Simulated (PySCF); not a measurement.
CH4NO, SMILES NC=[OH+], charge +1.

Geometry optimised at B3LYP-D3(BJ)/def2-TZVP. The isomer is the one that the SMILES or the coordinates give; other isomers of the formula were not compared. The values are those of a single conformer.

Two levels are set side by side: TDDFT-PBE/def2-SVPD (PySCF) and TDDFT-CAM-B3LYP/def2-SVPD (PySCF). Vertical, same geometry. The lowest singlet is HOMO−1→LUMO 100 % with PBE and HOMO→LUMO 97 % with the other functional; states are paired by order. Differences are taken from unrounded values.

| quantity | TDDFT-CAM-B3LYP |
|---|---|
| lowest singlet excitation (eV) | 8.29 |
| lowest triplet excitation (TDA) (eV) | 5.68 |
| first bright state (f over 0.05) (eV) | 8.29 |
| its oscillator strength | 0.28 |

Question: What does TDDFT-PBE give, and how far is it from TDDFT-CAM-B3LYP? (The exact figures need the calculation; the answer reports its results.)

Answer: 
| quantity | TDDFT-PBE | TDDFT-PBE minus TDDFT-CAM-B3LYP |
|---|---|---|
| lowest singlet excitation (eV) | 8.04 | -0.26 |
| lowest triplet excitation (TDA) (eV) | 5.55 | -0.13 |
| first bright state (f over 0.05) (eV) | 8.09 | -0.20 |
| its oscillator strength | 0.25 | -0.03 |

A lower first singlet is the usual sign of a functional without exact exchange. Differences between two approximate levels are no errors against the true value.

Rough cost on one machine, each run with all the roots and properties that it gave: TDDFT-CAM-B3LYP against TDDFT-PBE about 5 times.
